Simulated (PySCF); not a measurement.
## Polarisability and C₆ of P (phosphorus, neutral)

[Ne] 3s2 3p3, high-spin 4S determinant. Calculation: PySCF 2.14, in def2-QZVPPD (10s6p5d2f1g, 76 functions); no relativity, point nucleus. Coupled (time-dependent) response in atomic units; α is the mean over directions.

```tsv
method	mean α (bohr³)	C₆ (like pair)	S(−4)
UHF	25.38	187.2	195.6
PBE	27.09	200.6	250.0
PBE0	26.15	192.7	221.1
HSE06	26.22	193.2	223.1
CAM-B3LYP	26.11	191.8	221.5
```

S(−4) is the Cauchy moment in α(ω) = α(0) + S(−4) ω² + …

Reference α: 25 ± 1 bohr³ (recommended; Schwerdtfeger and Nagle, table of static dipole polarizabilities (2023 update)). Published C₆: 185.0 (Chu and Dalgarno (2004); Tang, Norbeck and Certain (1976)).

α(iu) at CAM-B3LYP:

| u (hartree) | α(iu) (bohr³) |
| --- | --- |
| 0 | 26.11 |
| 0.0500 | 25.57 |
| 0.100 | 24.12 |
| 0.200 | 19.86 |
| 0.300 | 15.61 |
| 0.500 | 9.593 |
| 0.750 | 5.645 |
| 1.00 | 3.649 |
| 1.50 | 1.876 |
| 2.00 | 1.154 |
| 3.00 | 0.5861 |
| 5.00 | 0.2590 |

A single London oscillator, α(iu) = α/(1 + u²/ω²), gives C₆ = (3/4) ω α². Matching the computed C₆ needs ω = 4 × 191.8 / (3 × 26.11²) = 0.375 hartree.
